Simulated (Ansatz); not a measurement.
Job for Ansatz (a program for electronic structure): R-HF/def2-TZVPP on H2Zn (SMILES [ZnH2]).

Ansatz 0.2 input:
```yaml
crystal:
  periodic: [false, false, false]
  atoms:
    - {symbol: Zn, position_ang: [-0.00000000, -0.00000000, -0.00000000]}
    - {symbol: H, position_ang: [0.00000000, 0.00000000, -1.57366779]}
    - {symbol: H, position_ang: [-0.00000000, -0.00000000, 1.57366779]}
basis:
  gaussian:
    orbitals: def2-TZVPP
hamiltonian:
  xc: {name: HF}
accuracy: high
phonons: {}
scf: {lower_state_search: off}
```

It printed:

```
WARN ansatz: RAYON_NUM_THREADS=1 ignored (pool sized by the plan → 1); use --threads N
Functional definition: HF
these checks for a lower state are left out or cut short: stability, starts, cluster_reference, orbital_swaps, neighbouring_geometries, increment
integrals: 0.10 GiB planned
1502 factors; integrals over basis functions are off by at most 3.0e-9 eV
mean field: 0.23 GiB planned
mean field evaluation 1: about -48406.7484 eV, gradient 1.1e1 eV
mean field evaluation 2: about -48406.7589 eV, gradient 1.1e1 eV
mean field evaluation 4: about -48407.1530 eV, gradient 2.4e0 eV
mean field evaluation 8: about -48407.1674 eV, gradient 2.9e-5 eV
mean field -48407.16744844 eV, -1778.9305921735 hartree, gradient 6.7e-9 eV, S^2 0.000000; 0 other end points of the search recorded, 0 dependent functions left out
the calculation of the forces begins
reference -48407.16744844 eV, -1778.9305921735 hartree; 16, 16 occupied and 76, 76 virtual orbitals, 1502 factors
these checks for a lower state are left out or cut short: stability, starts, cluster_reference, orbital_swaps, neighbouring_geometries, increment
integrals: 0.10 GiB planned
1502 factors; integrals over basis functions are off by at most 3.0e-9 eV
mean field: 0.23 GiB planned
mean field evaluation 16: about -48407.1674 eV, gradient 1.5e-5 eV
mean field -48407.16744008 eV, -1778.9305918663 hartree, gradient 2.8e-8 eV, S^2 0.000000; 0 other end points of the search recorded, 0 dependent functions left out
the calculation of the forces begins
reference -48407.16744008 eV, -1778.9305918663 hartree; 16, 16 occupied and 76, 76 virtual orbitals, 1502 factors
these checks for a lower state are left out or cut short: stability, starts, cluster_reference, orbital_swaps, neighbouring_geometries, increment
integrals: 0.10 GiB planned
1502 factors; integrals over basis functions are off by at most 3.0e-9 eV
mean field: 0.23 GiB planned
mean field -48407.16744008 eV, -1778.9305918663 hartree, gradient 2.8e-8 eV, S^2 0.000000; 0 other end points of the search recorded, 0 dependent functions left out
the calculation of the forces begins
reference -48407.16744008 eV, -1778.9305918663 hartree; 16, 16 occupied and 76, 76 virtual orbitals, 1502 factors
these checks for a lower state are left out or cut short: stability, starts, cluster_reference, orbital_swaps, neighbouring_geometries, increment
integrals: 0.10 GiB planned
1502 factors; integrals over basis functions are off by at most 3.0e-9 eV
mean field: 0.23 GiB planned
mean field evaluation 32: about -48407.1674 eV, gradient 2.8e-8 eV
mean field -48407.16744008 eV, -1778.9305918663 hartree, gradient 2.8e-8 eV, S^2 0.000000; 0 other end points of the search recorded, 0 dependent functions left out
the calculation of the forces begins
reference -48407.16744008 eV, -1778.9305918663 hartree; 16, 16 occupied and 76, 76 virtual orbitals, 1502 factors
these checks for a lower state are left out or cut short: stability, starts, cluster_reference, orbital_swaps, neighbouring_geometries, increment
integrals: 0.10 GiB planned
1502 factors; integrals over basis functions are off by at most 3.0e-9 eV
mean field: 0.23 GiB planned
mean field -48407.16744008 eV, -1778.9305918663 hartree, gradient 2.8e-8 eV, S^2 0.000000; 0 other end points of the search recorded, 0 dependent functions left out
the calculation of the forces begins
reference -48407.16744008 eV, -1778.9305918663 hartree; 16, 16 occupied and 76, 76 virtual orbitals, 1502 factors
these checks for a lower state are left out or cut short: stability, starts, cluster_reference, orbital_swaps, neighbouring_geometries, increment
integrals: 0.10 GiB planned
1502 factors; integrals over basis functions are off by at most 3.0e-9 eV
mean field: 0.23 GiB planned
mean field -48407.16737065 eV, -1778.9305893149 hartree, gradient 2.5e-8 eV, S^2 0.000000; 0 other end points of the search recorded, 0 dependent functions left out
the calculation of the forces begins
reference -48407.16737065 eV, -1778.9305893149 hartree; 16, 16 occupied and 76, 76 virtual orbitals, 1502 factors
these checks for a lower state are left out or cut short: stability, starts, cluster_reference, orbital_swaps, neighbouring_geometries, increment
integrals: 0.10 GiB planned
1502 factors; integrals over basis functions are off by at most 3.0e-9 eV
mean field: 0.23 GiB planned
mean field -48407.16737065 eV, -1778.9305893149 hartree, gradient 2.5e-8 eV, S^2 0.000000; 0 other end points of the search recorded, 0 dependent functions left out
the calculation of the forces begins
reference -48407.16737065 eV, -1778.9305893149 hartree; 16, 16 occupied and 76, 76 virtual orbitals, 1502 factors
these checks for a lower state are left out or cut short: stability, starts, cluster_reference, orbital_swaps, neighbouring_geometries, increment
integrals: 0.10 GiB planned
1502 factors; integrals over basis functions are off by at most 3.0e-9 eV
mean field: 0.23 GiB planned
mean field -48407.16744635 eV, -1778.9305920967 hartree, gradient 1.8e-8 eV, S^2 0.000000; 0 other end points of the search recorded, 0 dependent functions left out
the calculation of the forces begins
reference -48407.16744635 eV, -1778.9305920967 hartree; 16, 16 occupied and 76, 76 virtual orbitals, 1502 factors
these checks for a lower state are left out or cut short: stability, starts, cluster_reference, orbital_swaps, neighbouring_geometries, increment
integrals: 0.10 GiB planned
1502 factors; integrals over basis functions are off by at most 3.0e-9 eV
mean field: 0.23 GiB planned
mean field evaluation 64: about -48407.1674 eV, gradient 5.8e-6 eV
mean field -48407.16744635 eV, -1778.9305920967 hartree, gradient 1.8e-8 eV, S^2 0.000000; 0 other end points of the search recorded, 0 dependent functions left out
the calculation of the forces begins
reference -48407.16744635 eV, -1778.9305920967 hartree; 16, 16 occupied and 76, 76 virtual orbitals, 1502 factors
these checks for a lower state are left out or cut short: stability, starts, cluster_reference, orbital_swaps, neighbouring_geometries, increment
integrals: 0.10 GiB planned
1502 factors; integrals over basis functions are off by at most 3.0e-9 eV
mean field: 0.23 GiB planned
mean field -48407.16744635 eV, -1778.9305920967 hartree, gradient 1.8e-8 eV, S^2 0.000000; 0 other end points of the search recorded, 0 dependent functions left out
the calculation of the forces begins
reference -48407.16744635 eV, -1778.9305920967 hartree; 16, 16 occupied and 76, 76 virtual orbitals, 1502 factors
these checks for a lower state are left out or cut short: stability, starts, cluster_reference, orbital_swaps, neighbouring_geometries, increment
integrals: 0.10 GiB planned
1502 factors; integrals over basis functions are off by at most 3.0e-9 eV
mean field: 0.23 GiB planned
mean field -48407.16744635 eV, -1778.9305920967 hartree, gradient 1.8e-8 eV, S^2 0.000000; 0 other end points of the search recorded, 0 dependent functions left out
the calculation of the forces begins
reference -48407.16744635 eV, -1778.9305920967 hartree; 16, 16 occupied and 76, 76 virtual orbitals, 1502 factors
these checks for a lower state are left out or cut short: stability, starts, cluster_reference, orbital_swaps, neighbouring_geometries, increment
integrals: 0.10 GiB planned
1502 factors; integrals over basis functions are off by at most 3.0e-9 eV
mean field: 0.23 GiB planned
mean field -48407.16740858 eV, -1778.9305907087 hartree, gradient 1.5e-8 eV, S^2 0.000000; 0 other end points of the search recorded, 0 dependent functions left out
the calculation of the forces begins
reference -48407.16740858 eV, -1778.9305907087 hartree; 16, 16 occupied and 76, 76 virtual orbitals, 1502 factors
these checks for a lower state are left out or cut short: stability, starts, cluster_reference, orbital_swaps, neighbouring_geometries, increment
integrals: 0.10 GiB planned
1502 factors; integrals over basis functions are off by at most 3.0e-9 eV
mean field: 0.23 GiB planned
mean field evaluation 96: about -48407.1674 eV, gradient 1.2e-8 eV
mean field -48407.16740883 eV, -1778.9305907181 hartree, gradient 1.2e-8 eV, S^2 0.000000; 0 other end points of the search recorded, 0 dependent functions left out
the calculation of the forces begins
reference -48407.16740883 eV, -1778.9305907181 hartree; 16, 16 occupied and 76, 76 virtual orbitals, 1502 factors
Total energy: -48407.16744844 eV, -1778.9305921735 hartree
Atom 0 at    -0.000000    -0.000000    -0.000000 Å, force     0.000000    -0.000000    -0.000000 eV/Å
Atom 1 at     0.000000     0.000000    -1.573668 Å, force     0.000000     0.000000     0.000002 eV/Å
Atom 2 at     0.000000     0.000000     1.573668 Å, force    -0.000000    -0.000000    -0.000002 eV/Å
Dipole moment:    -0.000000     0.000000    -0.000000 e Å
Vibrations: 609.89 609.89 1860.39 1871.44 cm⁻¹, zero-point energy 0.306962 eV
Checks for a lower state left out: stability, starts, cluster_reference, orbital_swaps, neighbouring_geometries, increment
```

The calculation finished and met its thresholds.

Cost: around 50 core-seconds (rough).
